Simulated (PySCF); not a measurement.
Match the calculated data to a structure.

All candidates are CH7NOSi2.

- 1H NMR: chemical shifts (computed TMS as zero) by class: 5.34 (1 H), 5.26 (1 H), 4.36 (2 H), 3.53 (3 H) ppm [GIAO PBE0/pcSseg-1]
- 13C NMR: chemical shifts (computed TMS as zero) by class: 183.0 (1 C) ppm [GIAO PBE0/pcSseg-1]
- Triplet: lowest triplet excitation (Tamm–Dancoff): 4.21 eV [TDA CAM-B3LYP/def2-SVPD]
- UV, first state: lowest singlet excitation: 4.81 eV (258 nm, f = 0.001) [TDDFT CAM-B3LYP/def2-SVPD]
- Rotational structure: rotational constants A, B, C: 6.126, 1.703, 1.374 GHz [GFN2-xTB]
- NMR, other nuclei: isotropic shieldings of nuclei other than C and H, by class: 135 (1 N), -183 (1 O), 435 (1 Si), 468 (1 Si) ppm [GIAO PBE0/pcSseg-1]
- Dipole: 3.35 D [CAM-B3LYP/def2-SVPD]
- Polarisability: 81.4 au [CAM-B3LYP/def2-SVPD]
- UV, strongest line: among the 8 lowest singlet transitions: S7 at 7.22 eV (172 nm, f = 0.118) [TDDFT CAM-B3LYP/def2-SVPD]

Electronic properties: PySCF, gas phase, density fitting. Levels stand in brackets. Isolated species at its GFN2-xTB geometry (one conformer only). NMR classes are plain means over equivalent atoms (diastereotopic ones count apart unless rotation or inversion swaps them), as if these changed places fast.

Question: Which candidate is it?
A. `O=CN([SiH3])[SiH3]`
B. `O=CN[SiH2][SiH3]`
C. `NC(=O)[SiH2][SiH3]`
D. `C=N[SiH2]O[SiH3]`

Answer: C. It is `NC(=O)[SiH2][SiH3]`. Numbering: `[NH2:1][C:2](=[O:3])[SiH2:4][SiH3:5]`. Its formula, CH7NOSi2, gives 1 degree of unsaturation: 0 rings and 1 π bond in the structure found. The one carbon: carbonyl carbon [C2] (183.0 ppm). Hydrogen classes from least to most shielded: 1 H on a nitrogen bound to a carbonyl carbon, N1 (5.34 ppm), 1 H on a nitrogen bound to a carbonyl carbon, N1 (5.26 ppm), 2 H on an SiH2 silicon, Si4 (4.36 ppm), 3 H on an SiH3 silicon, Si5 (3.53 ppm). The other shieldings belong to: 135 ppm, nitrogen bound to a carbonyl carbon [N1]; -183 ppm, carbonyl oxygen [O3]; 435 ppm, SiH2 silicon [Si4]; 468 ppm, SiH3 silicon [Si5]. By its constants the optimised geometry is an asymmetric top.

The others, at the same levels:
- `O=CN[SiH2][SiH3]` fails: its computed 13C shifts are 168.7 (1 C) ppm, 1H shifts are 8.24 (1 H), 4.63 (2 H), 4.22 (1 H), 4.00 (3 H) ppm and rotational constant A is 4.033 GHz (against 6.126 GHz).
- `C=N[SiH2]O[SiH3]` fails: its computed 13C shifts are 171.0 (1 C) ppm, 1H shifts are 8.79 (1 H), 8.66 (1 H), 5.28 (2 H), 5.22 (3 H) ppm and rotational constant A is 7.851 GHz (against 6.126 GHz).
- `O=CN([SiH3])[SiH3]` fails: its computed 13C shifts are 174.0 (1 C) ppm, 1H shifts are 8.28 (1 H), 4.64 (6 H) ppm and rotational constant A is 4.825 GHz (against 6.126 GHz).

Each candidate is one conformer, not necessarily the lowest. Dipoles, sizes and rotational constants follow the conformer. The torsions of the flexible species, by atom-mapped SMILES:
- `[NH2:1][C:2](=[O:3])[SiH2:4][SiH3:5]`: N1–C2–Si4–Si5 177°, H–N1–C2–O3 180°, H–N1–C2–O3 0°
- `[O:1]=[CH:2][NH:3][SiH2:4][SiH3:5]`: O1–C2–N3–Si4 0°, C2–N3–Si4–Si5 0°
- `[CH2:1]=[N:2][SiH2:3][O:4][SiH3:5]`: C1–N2–Si3–O4 132°, N2–Si3–O4–Si5 61°
- `[O:1]=[CH:2][N:3]([SiH3:4])[SiH3:5]`: O1–C2–N3–Si4 180°
